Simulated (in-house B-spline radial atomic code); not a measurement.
In⁸⁺. Computed with a B-spline radial atomic code. Model: all-electron spherical atom, spin shells full or empty, radial basis limit, no spin-orbit coupling, Breit or QED, empty-state partial waves extrapolated as (l+1/2)^-4, RPA, G0W0 and static COHSEX of the highest shell as one setting changes (uncorrelated shells keep exact exchange).

Given: element In; charge 8; filled core Kr; hamiltonian one-electron scalar X2C; mean-field start PBE; highest l of empty states 9; nuclear rms radius 4.6156 fm; highest mean-field shell 4d up.

Shell: 4d 5 0 (electrons up and down).

```json
{"lowest nl shells left uncorrelated": "0", "RPA correlation energy (hartree)": "-3.2134", "G0W0 level (eV)": "-158.23", "G0W0 minus most complete (meV)": "0", "COHSEX level (eV)": "-161.61", "linearised minus solved G0W0 (meV)": "-13.2"}
{"lowest nl shells left uncorrelated": "1", "RPA correlation energy (hartree)": "-3.0402", "G0W0 level (eV)": "-158.23", "G0W0 minus most complete (meV)": "0.2", "COHSEX level (eV)": "-161.61", "linearised minus solved G0W0 (meV)": "-13.2"}
{"lowest nl shells left uncorrelated": "2", "RPA correlation energy (hartree)": "?", "G0W0 level (eV)": "?", "G0W0 minus most complete (meV)": "?", "COHSEX level (eV)": "?", "linearised minus solved G0W0 (meV)": "?"}
{"lowest nl shells left uncorrelated": "3", "RPA correlation energy (hartree)": "-2.2958", "G0W0 level (eV)": "-158.21", "G0W0 minus most complete (meV)": "17.9", "COHSEX level (eV)": "-161.62", "linearised minus solved G0W0 (meV)": "-13.2"}
{"lowest nl shells left uncorrelated": "4", "RPA correlation energy (hartree)": "-2.1163", "G0W0 level (eV)": "-158.2", "G0W0 minus most complete (meV)": "28.2", "COHSEX level (eV)": "-161.6", "linearised minus solved G0W0 (meV)": "-13.1"}
{"lowest nl shells left uncorrelated": "5", "RPA correlation energy (hartree)": "-1.59", "G0W0 level (eV)": "-158.16", "G0W0 minus most complete (meV)": "64.9", "COHSEX level (eV)": "-161.52", "linearised minus solved G0W0 (meV)": "-13.1"}
{"lowest nl shells left uncorrelated": "6", "RPA correlation energy (hartree)": "?", "G0W0 level (eV)": "?", "G0W0 minus most complete (meV)": "?", "COHSEX level (eV)": "?", "linearised minus solved G0W0 (meV)": "?"}
{"lowest nl shells left uncorrelated": "7", "RPA correlation energy (hartree)": "-0.60796", "G0W0 level (eV)": "-158.12", "G0W0 minus most complete (meV)": "109.2", "COHSEX level (eV)": "-161.11", "linearised minus solved G0W0 (meV)": "-12.7"}
{"lowest nl shells left uncorrelated": "8", "RPA correlation energy (hartree)": "-0.15636", "G0W0 level (eV)": "-158.59", "G0W0 minus most complete (meV)": "-364.6", "COHSEX level (eV)": "-160.72", "linearised minus solved G0W0 (meV)": "-9.3"}
```

Question: What follows for lowest nl shells left uncorrelated = 6?

Answer: RPA correlation energy -0.76345 hartree; G0W0 level -158.04 eV; G0W0 minus most complete 191.1 meV; COHSEX level -161.21 eV; linearised minus solved G0W0 -12.9 meV.

Question: What follows for lowest nl shells left uncorrelated = 2?

Answer: RPA correlation energy -2.8473 hartree; G0W0 level -158.22 eV; G0W0 minus most complete 5.3 meV; COHSEX level -161.61 eV; linearised minus solved G0W0 -13.2 meV.
